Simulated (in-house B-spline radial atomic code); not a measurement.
# Ionising the copper ion Cu⁸⁺ with different functionals

Computed with a B-spline radial code for spherical atoms: four-component Dirac-Coulomb Hamiltonian, Fermi nucleus of rms radius 3.8823 fm, spin-restricted, spherical fractional occupations for the functionals, and exact exchange of hybrids averaged over the configuration. The ionisation energy is the difference of two self-consistent energies, [Ar] 3d3 → [Ar] 3d2, without Breit or QED terms; ε is the level of the shell that loses the electron (mean over j). The electron is taken from both j subshells in proportion to 2j + 1, so the result is a j average, not the step between ground levels.

| method | rung | ΔSCF (eV) | -ε(3d) (eV) |
| --- | --- | --- | --- |
| B97-1 | global hybrid | 196.98 | 184.74 |
| B3LYP | global hybrid | ? | ? |
| PBE0 | global hybrid | 196.97 | 185.45 |
| CAM-B3LYP | range-separated hybrid | ? | ? |

Problem. What does CAM-B3LYP give?

Solution. ΔSCF 197.04 eV, and -ε(3d) = 186.69 eV.

Problem. What does B3LYP give?

Solution. ΔSCF 197.11 eV, and -ε(3d) = 184.69 eV.

Problem. Among the functionals, which spreads more, the ΔSCF values or the orbital energies?

Solution. The orbital energies: ΔSCF values span about 0.14 eV and the orbital energies 2.00 eV; here energy differences depend much less on the functional than eigenvalues do.

Problem. How do they compare with the NIST value?

Solution. NIST lists 198 eV ± 2.2 (tabulated theory, ground level to ground level). Errors run from -1.03 to -0.89 eV; all lie within about twice that uncertainty, so the table can't rank the methods.
